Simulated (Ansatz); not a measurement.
Basis sets compared for SbF3 (the lowest singlet isomer of a short search). The state is a singlet with charge 0. Geometry B3LYP-D4/def2-TZVP. Ansatz on 4 threads of Arm Neoverse V2 on a shared host; times are rough, and most runs start from earlier orbitals.

```
atom   x (Å)   y (Å)   z (Å)
 Sb1  -0.590   0.253  -0.385
  F2   1.130   0.097  -1.182
  F3   0.033   1.136   1.181
  F4  -0.573  -1.486   0.386
```

In the def2 sets Sb takes a core potential; there is no spin–orbit coupling. The structure comes from a short search, and lower isomers may exist.

Binding counts from free atoms (Sb quartet, F doublet) in the same basis, without a counterpoise term.

| level | functions | energy (Eh) | HOMO (eV) | LUMO (eV) | binding per atom (eV) | wall time |
| --- | --- | --- | --- | --- | --- | --- |
| PBE-D4/def2-SVP | 68 | -539.3373 | -8.00 | -2.09 | 3.51 | 0.45 s |
| PBE-D4/def2-TZVP | 143 | -539.7533 | -8.40 | -2.43 | 3.66 | 0.8 s |
| r2SCAN-D4/def2-TZVP | 143 | -540.0040 | -8.79 | -2.23 | 3.48 | 1.8 s |
| PBE0-D4/def2-SVP | 68 | -539.3351 | -9.53 | -1.41 | 3.20 | 0.65 s |
| PBE0-D4/def2-TZVP | 143 | -539.7479 | -9.82 | -1.70 | 3.38 | 1.1 s |

(1) Estimate the rows for PBE-D4/def2-TZVPD, r2SCAN-D4/def2-TZVPD, PBE0-D4/def2-TZVPD.

Results:

(1) 
```
               level  functions  energy (Eh)  HOMO (eV)  LUMO (eV)  binding per atom (eV)  wall time
   PBE-D4/def2-TZVPD        176    -539.7576      -8.51      -2.54                   3.66      1.9 s
r2SCAN-D4/def2-TZVPD        176    -540.0076      -8.84      -2.29                   3.48      2.4 s
  PBE0-D4/def2-TZVPD        176    -539.7515      -9.88      -1.80                   3.38      1.7 s
```
